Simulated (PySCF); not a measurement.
A calculated (B3LYP, PySCF 2.14, Sapporo-DZP-2012, scalar relativity by spin-free X2C-1e) atom or ion has these occupied shells.

| shell | electrons | orbital energy (eV) | rms radius, mean of both spins (bohr) |
| --- | --- | --- | --- |
| 1s α | 1 | -1334.1 | 0.152 |
| 1s β | 1 | -1332.5 | 0.152 |
| 2s α | 1 | -135.19 | 0.737 |
| 2s β | 1 | -131.31 | 0.737 |
| 2p α | 3 | -101.34 | 0.719 |
| 2p β | 2 | -98.416 | 0.719 |

(1) Name the element and its charge.

Answers

(1) Mg³⁺ (magnesium, charge +3), in [He] 2s2 2p5, 2P determinant.
